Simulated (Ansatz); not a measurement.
GeCl₄, relaxed as a singlet with RKS PBE-D4/def2-SVP in Ansatz, starting from the GFN1-xTB geometry. Force threshold 0.02 eV/Å.

The structure comes from a short search, and lower isomers may exist.

Start:

```xyz
5

Ge    2.5811   -0.3165    0.6016
Cl   -3.5895    1.4541   -1.7584
Cl    0.4795    0.0708    0.2123
Cl   -1.8404    0.8566   -0.9066
Cl    2.3693   -2.0650    1.8512
```

Problem. Estimate the energy that the relaxation releases and the steps that it takes.

Solution. 0.28 eV, in 16 steps; 9.5 s on 4 threads of Arm Neoverse V2 on a shared host. No frequencies were taken in this run, so the end may be a saddle point.

Problem. Does the start keep its bonding?

Solution. Bonds lost: Cl3–Cl4 (atoms count from 1). The end holds 2 separate pieces.

Problem. Predict the relaxed structure.

Solution. 
| atom | x (Å) | y (Å) | z (Å) |
| --- | --- | --- | --- |
| Ge1 | 1.4494 | -0.4104 | 0.0438 |
| Cl2 | -2.6115 | 1.4927 | -2.2771 |
| Cl3 | -0.1635 | -0.2899 | 1.6167 |
| Cl4 | -1.6422 | 0.7454 | -0.5677 |
| Cl5 | 2.9677 | -1.5379 | 1.1842 |
Bond lengths: 2 × Cl–Ge 2.21 to 2.26 Å; 1 × Cl–Cl 2.10 Å.
